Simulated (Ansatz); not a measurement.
A made-up structure of Si2IF, singlet:

F1  (-0.536, 2.870, -2.399)
Si2  (0.887, -0.785, -0.025)
Si3  (-1.555, -0.491, 0.219)
I4  (-0.595, 1.119, -1.455)
(Å)

It is relaxed with PBE-D4/def2-SVP and then PBE0-D4/def2-TZVP (Ansatz 0.2.0). Atoms count as bonded within 1.22 times the sum of their covalent radii (H–H: 0.88 Å). The end point is not checked to be a true minimum.

**Question.** Does its bonding change? (Judge from chemistry; the calculation decides.)

**Answer.** By the calculation: No: no bond forms or breaks.

Where it ends: The first stage lowers the energy by 0.79 eV in 7 steps. It ends as Si₂IF ([F][I]1[Si][Si]1):
| atom | x (Å) | y (Å) | z (Å) |
| --- | --- | --- | --- |
| F1 | -0.4643 | 2.6955 | -1.8653 |
| Si2 | 0.7808 | -0.3903 | -0.1125 |
| Si3 | -1.5147 | -0.2456 | 0.2303 |
| I4 | -0.6001 | 0.6535 | -1.9127 |

Labels in which every atom is bracketed show which atoms are joined, not bond orders.

For scale, one of the runs: PBE0-D4/def2-TZVP relaxation, 155 basis functions, launched by `ansatz run in.yaml --threads 2 --pin off --events-out ev --progress --plain --max-ram 4352MiB`. Hardware: 2 CPU threads of an Arm Neoverse V1, shared host. Wall time about 27 s.
